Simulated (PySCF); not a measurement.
Si(OSiH3)2(H)(Me) (CH10O2Si3), SMILES C[SiH](O[SiH3])O[SiH3]. Geometry optimised at PBE-D3(BJ)/def2-SVP. One conformer was computed; it need not be the lowest.

### Question
Give the equilibrium geometry at PBE-D3(BJ)/def2-SVP (PySCF confirms it by a frequency run) as a Z-matrix. (An estimate is asked for; the answer gives what the named calculation found.)

### Answer
One answer among several that fit: 
```
Si
O 1 1.6748
Si 2 1.6748 1 140.13
O 1 1.6752 2 109.57 3 54.14
Si 4 1.6767 1 139.33 2 58.49
H 1 1.4991 2 105.87 3 172.15
H 3 1.5008 2 108.14 1 159.78
H 5 1.5008 4 108.02 1 161.64
H 3 1.5045 7 109.41 2 -120.30
H 5 1.5047 8 109.30 4 -120.05
H 5 1.5064 8 109.47 10 -119.26
H 3 1.5074 7 109.24 9 -118.97
C 1 1.8668 6 113.25 2 -121.81
H 13 1.1086 1 110.79 6 59.88
H 13 1.1087 14 108.34 1 121.52
H 13 1.1089 14 108.37 15 116.99
```
Charge 0, spin multiplicity 1.
